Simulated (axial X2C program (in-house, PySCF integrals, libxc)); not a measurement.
Potential curves of AsN⁻, spin-free

Calculated with an in-house relativistic program for diatomic molecules. Spin-free means the one-electron spin-free X2C Hamiltonian. Basis: As dyall-acv3z [10s10p7d5f1g], N dyall-av3z [7s7p3d2f] (cores contracted in-house); Gaussian nuclei, density fitting, unrestricted open shells. Masses: As 74.922 u, N 14.003 u.

State: M_S = 1/2, Λ = 1 (beyond evenly filled blocks: π+α). Energies in kJ/mol from the fragments at the same level (As- + N). Fits are polynomials in 1 − R0/R over 0.85 to 1.23 times the lowest point R0.

```tsv
R (Å)	CCSD(T)	PBE0	CCSD	HF
1.4512		-289.13		63.63
1.5179	-339.32	-365.58	-309.64	-15.35
1.5679	-375.17	-398.09	-344.65	-52.88
1.6180	-394.40	-414.68	-363.13	-76.96
1.6680	-400.77	-418.95	-368.90	-90.81
1.7264	-395.92	-412.30	-363.70	-97.43
1.7848	-381.20	-396.70	-349.24	-96.58
1.8598	-353.04	-368.69	-322.38	-88.04
1.9516		-329.33		-70.82
2.0850		-271.55		-41.49
```

Correlated methods: 11 electrons correlated (number of frozen shells: As 3 s, 2 p, 1 d; N 1 s), 263 virtual spin orbitals or spinors in MP2, 90 natural virtuals in coupled cluster.

The state is a single determinant with fixed occupations, the lowest that a limited PBE0 search found. De is counted from the lowest determinant-based energies of the atoms at the same level, without counterpoise correction. Coupled cluster ran in a truncated set of natural virtual spinors; the MP2 energy of the rest was added. (T) has no such correction and the atoms are truncated less, which lowers De at CCSD(T) by a hundredth of an eV or more. The highest occupied level is positive at some bond lengths even in Hartree–Fock (under at least one Hamiltonian), so the basis set holds the extra electron there; where that holds at Re the anion is at best weakly bound and its constants depend on the basis. The functionals have no current-density term, which raises determinants with orbital currents, atoms included. The determinant is spin-polarised beyond a pure state at some levels (its spin-free form has ⟨S²⟩ too high), which makes Re and μ there less reliable. The T1 diagnostic is large, a sign of multireference character. Spin-free De lacks the spin–orbit lowering of the heavy p-block atom, a tenth of an eV or more for 4p and 5p, up to an eV for 6p and one to two eV for 7p atoms, less what an open-shell molecule gains itself. Hartree–Fock gets electron affinities wrong, so its lowest charge split need not be the true one. Coupled cluster ran on the points near the minimum only. MP2 and coupled cluster on one determinant become unreliable at the stretched end.

What are Re, ωe and De at the CCSD(T) level?

At CCSD(T), spin-free: Re = 1.673 Å, ωe ≈ 957 cm⁻¹, De = 4.15 eV to As- + N; Be follows as 0.51 cm⁻¹.

What are Re, ωe and De at the PBE0 level?

At PBE0, spin-free: Re = 1.663 Å, ωe ≈ 955 cm⁻¹, De = 4.34 eV to As- + N; Be follows as 0.516 cm⁻¹.

Fit the CCSD curve near its minimum: give the equilibrium distance, the harmonic wavenumber and the well depth.

At CCSD, spin-free: Re = 1.671 Å, ωe ≈ 948 cm⁻¹, De = 3.82 eV to As- + N; Be follows as 0.512 cm⁻¹.

Fit the HF curve near its minimum: give the equilibrium distance, the harmonic wavenumber and the well depth.

At HF, spin-free: Re = 1.747 Å, ωe ≈ 678 cm⁻¹, De = 1.01 eV to As- + N; Be follows as 0.468 cm⁻¹.
